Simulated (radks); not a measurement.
The numbers below are computed, except where a source is named.
Problem. Radial electron density D(r) = 4 pi r^2 rho(r) of an atom or ion with 34 electrons. Level of theory: Dirac Kohn-Sham, PBE, spin-unpolarised, spherical densities, finite nucleus; Fermi nuclear charge, rms radius of each element as measured or else 0.836 A^(1/3) + 0.57 fm (a radial shooting solver on a logarithmic mesh with Libxc functionals).

```
   r/bohr * D(r) (the largest magnitude, 53.3, reaches the edge; | marks zero)
  0.00182 | *
 0.002068 | *
  0.00237 | *
 0.002693 |  *
 0.003086 |   *
 0.003507 |    *
 0.003986 |     *
 0.004566 |      *
  0.00519 |        *
 0.005946 |          *
 0.006758 |            *
 0.007743 |               *
   0.0088 |                  *
     0.01 |                     *
  0.01146 |                         *
  0.01302 |                             *
  0.01492 |                                 *
  0.01696 |                                     *
  0.01943 |                                        *
  0.02208 |                                           *
   0.0251 |                                             *
  0.02875 |                                             *
  0.03268 |                                             *
  0.03744 |                                            *
  0.04255 |                                         *
  0.04875 |                                       *
  0.05541 |                                      *
  0.06298 |                                     *
  0.07215 |                                       *
    0.082 |                                          *
  0.09395 |                                               *
   0.1068 |                                                   *
   0.1223 |                                                      *
    0.139 |                                                      *
    0.158 |                                                  *
    0.181 |                                            *
   0.2058 |                                     *
   0.2357 |                                *
   0.2679 |                             *
    0.307 |                              *
   0.3489 |                                 *
   0.3965 |                                    *
   0.4543 |                                    *
   0.5163 |                                 *
   0.5915 |                          *
   0.6723 |                   *
   0.7703 |             *
   0.8755 |         *
    0.995 |       *
     1.14 |      *
    1.296 |     *
    1.484 |     *
    1.687 |    *
    1.933 |  *
    2.197 | *
    2.497 |*
     2.86 |*
    3.251 *
    3.725 *
    4.233 *
     4.85 *
    5.512 *
```

What is the nuclear charge?

Solution. Z = 36. The innermost maximum, from 1s, lies near gamma/Z bohr with gamma = sqrt(1 - (Z/c)^2) = 0.965, here 0.0268 bohr (found: 0.0292), and its height grows with Z. The density is that of the krypton ion Kr2+ in [Ar] 3d9 4s2 4p5; the configuration itself is not fixed sharply by these data, and Z only to about a unit. D(r) has 3 maxima, at r = 0.0292, 0.129, 0.426 bohr, and minima at 0.0600, 0.274 bohr, inside which lie 2.07, 11.02 electrons.
